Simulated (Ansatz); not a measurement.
Reaction (hydrogenolysis of a B–O bond): `OB1CO1` + H₂ → `B1CO1` + H₂O

Gas-phase electronic energies from Ansatz, PBE0-D4/def2-TZVP geometries. CCSD(T)/CBS is the MP2 limit (def2-TZVPP, def2-QZVPP) plus CCSD(T) − MP2 in def2-TZVPP, frozen cores. This one scheme is used for every species. DFT in def2-TZVPP. Each species was taken in one conformer, which may not be the lowest.

```
        level  ΔE (eV)
       r2SCAN     1.03
CCSD/def2-SVP     1.09
```

Q: What does CCSD(T)/CBS give? (Best estimate.)

A: Computed: +0.90 eV. The listed levels differ from it by 0.13, 0.19 eV.

Largest T1 diagnostic among the species: 0.016.

Leaving LDA and LC-ωPBE aside and taking each functional with its dispersion term where it has one, the values, not all of them listed here, spread over 0.09 eV, from ωB97X-V to r2SCAN-D4. LDA lies +0.10 eV from PBE without D4. In def2-TZVPP, CCSD(T) changes the Hartree–Fock value by +0.04 eV (the triples alone add +0.02 eV) and MP2 by +0.08 eV.
